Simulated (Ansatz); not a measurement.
Consider the formal exchange of groups at the Al–O bond: `B[O][AlH][NH2]` + `C#CC(=N)Cl` → `C#[C][AlH][NH2]` + `BOC(=N)Cl`.

Gas-phase electronic energies from Ansatz, PBE0-D4/def2-TZVP geometries. CCSD(T)/CBS is the MP2 limit (def2-TZVPP, def2-QZVPP) plus CCSD(T) − MP2 in def2-TZVPP, frozen cores. DFT in def2-TZVPP. Each species was taken in one conformer, which may not be the lowest.

CCSD(T)/CBS gives +1.18 eV.

Q: Another level gave +1.19 eV. Which?
A. B2PLYP/def2-TZVPP
B. BLYP/def2-TZVPP
C. LC-ωPBE/def2-TZVPP
D. revPBE/def2-TZVPP

A: D. revPBE 1.19, LC-ωPBE 1.12, B2PLYP 1.24, BLYP 1.28 eV.

Q: What do rigid-rotor, harmonic-oscillator terms from PBE0-D4/def2-TZVP frequencies (298.15 K, 1 bar) make of the CCSD(T)/CBS value? (Best estimate.)

A: Computed: ΔZPE = +0.02 eV, ΔH = +1.19 eV, ΔS = -13 J/(mol·K), ΔG = +1.23 eV.

Largest T1 diagnostic among the species: 0.014.

Leaving LDA and LC-ωPBE aside and taking each functional with its dispersion term where it has one, the values, not all of them listed here, spread over 0.18 eV, from ωB97X-V to BLYP-D4. From BLYP to BHLYP (50 % exact exchange), in def2-TZVPP and without D4, ΔE moves by −0.07 eV.
